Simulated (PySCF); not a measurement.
Spectra and structures to be paired. Computed, not measured: TDDFT CAM-B3LYP/def2-SVPD, vertical, gas phase, core orbitals frozen in the response in PySCF 2.14.0, density-fitted response routines. Geometries: GFN2-xTB; one conformer of each isolated species. Triplets are in the Tamm–Dancoff approximation.

A. `[SiH3][SiH2]S[SiH2]Cl`
B. `FC/C(F)=C1/C=CCO1`
C. `CC(C)N[SiH2]N`
D. `CC(C)[SiH2]O[SiH2]F`

Lowest singlet levels (six at most, fewer where fewer were computed) with oscillator strengths:

1. 255 nm (f 0.387); 206 nm (f 0.003); 187 nm (f 0.009); 182 nm (f 0.036); 178 nm (f 0.145); 175 nm (f 0.018); T1 2.90 eV
2. 222 nm (f 0.011); 207 nm (f 0.008); 194 nm (f 0.001); 189 nm (f 0.018); 180 nm (f 0.065); 176 nm (f 0.023); T1 5.17 eV
3. 168 nm (f 0.004); 160 nm (f 0.013); 156 nm (f 0.007); 154 nm (f 0.024); 146 nm (f 0.045); 146 nm (f 0.076); T1 7.07 eV
4. 204 nm (f 0.011); 199 nm (f 0.000); 191 nm (f 0.023); 176 nm (f 0.004); 172 nm (f 0.018); 166 nm (f 0.004); T1 5.84 eV

Question: Match each spectrum to its molecule.

Answer: 1 = B, 2 = A, 3 = D, 4 = C.
- A: S1 at 5.57 eV, HOMO→LUMO (91%); Löwdin shares by element: HOMO sulfur 65%, silicon 24%; LUMO silicon 52%, sulfur 20% (atoms not listed hold the other 27%); HOMO -8.61 and LUMO 0.22 eV.
- B: S1 at 4.86 eV, HOMO→LUMO (98%); Löwdin shares by element: HOMO carbon 45% or more, oxygen 13%, fluorine 11% or more (atoms not listed hold the other 30%); LUMO carbon 72% or more (atoms not listed hold the other 28%); HOMO -7.57 and LUMO -0.13 eV.
- C: S1 at 6.08 eV, HOMO→LUMO+1 (69%), HOMO→LUMO+2 (10%), HOMO→LUMO (9%); Löwdin shares by element: HOMO nitrogen 54% or more, carbon 16% or more, silicon 11% (atoms not listed hold the other 19%); LUMO silicon 36%, hydrogen 27% or more, nitrogen 12% or more (atoms not listed hold the other 25%); HOMO -7.90 and LUMO 1.15 eV.
- D: S1 at 7.38 eV, HOMO→LUMO (42%), HOMO→LUMO+1 (41%); Löwdin shares by element: HOMO carbon 37% or more, silicon 19% or more, oxygen 12% (atoms not listed hold the other 32%); LUMO silicon 46%, carbon 7% or more, oxygen 6% (atoms not listed hold the other 40%); HOMO -9.39 and LUMO 1.11 eV.

Without π bonds the low states are Rydberg-like; a valence basis with one diffuse set may place them up to an eV too high.
